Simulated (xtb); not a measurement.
Input for xtb: GFN1-xTB on TaCl, 2S+1 = 3, a spin state set in the input, which need not be the lowest, a point of a bond scan (R = 2.103 Å).

```
$ xtb mol.xyz --gfn 1 --sp --chrg 0 --uhf 2
2

Ta     0.00000000     0.00000000     0.00000000
Cl     0.00000000     0.00000000     2.10328800
```

Predict the final total energy.

-6.0842 hartree.
